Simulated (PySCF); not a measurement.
From one molecule to another.

First species: C₄H₉GaO₂Si.
Numbering: `[SiH3:1][CH2:2][Ga@H-:3]1[O:4][CH:5]=[CH:6][CH:7]=[O+:8]1` (hydrogens: H9, H10, H11 on Si1; H12, H13 on C2; H14 on Ga3; H15 on C5; H16 on C6; H17 on C7)

Structure used (PBE0-D3(BJ)/def2-SVP), in Å, numbered top down from 1:
```xyz
17
C4H9GaO2Si angstrom
Si    -2.2832    0.0866    0.4097
C     -1.4625   -1.3979   -0.3809
Ga     0.4521   -1.1456   -0.7494
O      0.7586    0.7771   -1.0195
C      1.3126    1.5547   -0.1911
C      1.8316    1.2177    1.0622
C      1.7999   -0.0833    1.5725
O      1.3198   -1.1094    1.0126
H     -1.4901    0.5619    1.5899
H     -3.6672   -0.2188    0.8974
H     -2.3828    1.2263   -0.5543
H     -1.5452   -2.2600    0.3041
H     -1.9955   -1.6746   -1.3055
H      1.3945   -1.9040   -1.7363
H      1.3849    2.6111   -0.5084
H      2.2820    2.0036    1.6681
H      2.2381   -0.2512    2.5734
```

Second species: C4H2F3O2 (charge -1).
SMILES: `O=C([O-])/C(F)=C/C(F)F`

Levels: B3LYP/def2-SVPD for HOMO energy, LUMO energy, HOMO–LUMO gap, static isotropic polarisability and electronic spatial extent ⟨r²⟩ about the centre of nuclear charge; TDDFT B3LYP/def2-SVPD for lowest singlet excitation; PBE0-D3(BJ)/def2-SVP for rotational constant A and rotational constant C. Geometries: PBE0-D3(BJ)/def2-SVP. All species are isolated and taken at one optimised geometry, non-relativistic unless stated. Electronic properties by PySCF.

Dipoles, sizes and rotational constants follow the conformer. The torsions of the flexible species, by atom-mapped SMILES:
- `[SiH3:1][CH2:2][Ga@H-:3]1[O:4][CH:5]=[CH:6][CH:7]=[O+:8]1`: Si1–C2–Ga3–O4 -28°
- `[O:1]=[C:2]([O-:3])/[C:4]([F:5])=[CH:6]/[CH:7]([F:8])[F:9]`: O1–C2–C4–F5 -2°, C4–C6–C7–F8 -123°

Problem. Which has the higher rotational constant C?

Solution. The first: 0.877 GHz against 0.748 GHz, a difference of 0.129 GHz.

Problem. Which has the higher S1 energy?

Solution. The first: 4.06 eV against 3.82 eV, a difference of 0.24 eV.

Problem. Which has the higher ⟨r²⟩?

Solution. The first: 1516 bohr² against 1419 bohr², a difference of 97 bohr².

Problem. Which has the higher HOMO–LUMO gap?

Solution. The second: 5.02 eV against 4.63 eV, a difference of 0.39 eV.

Problem. Which has the higher HOMO energy?

Solution. The second: -2.27 eV against -7.04 eV, a difference of 4.77 eV.

Problem. Which of the two has the higher rotational constant A, and by how much?

Solution. The second: 3.394 GHz against 1.608 GHz, a difference of 1.786 GHz.

Problem. Which has the higher LUMO energy?

Solution. The second: 2.75 eV against -2.41 eV, a difference of 5.16 eV.

Problem. Which has the higher static isotropic polarisability?

Solution. The first: 109.0 au against 67.7 au, a difference of 41.3 au.

On the first: S1 lies 0.57 eV below the HOMO–LUMO gap; its leading configuration is HOMO→LUMO, weight 0.90. The 6 singlets span 4.06 to 5.83 eV, and their oscillator strengths add up to 0.14. Relativistic effects, spin–orbit coupling among them, are left out although an element past zinc is present.

On the second: The polarisability is 10.04 Å³ as a volume (1 au = 0.148185 Å³), or 0.97 au for each of the 70 electrons. No computed singlet falls in the visible range (750 to 380 nm, 1.65 to 3.26 eV); S1 lies 0.56 eV above its blue end.
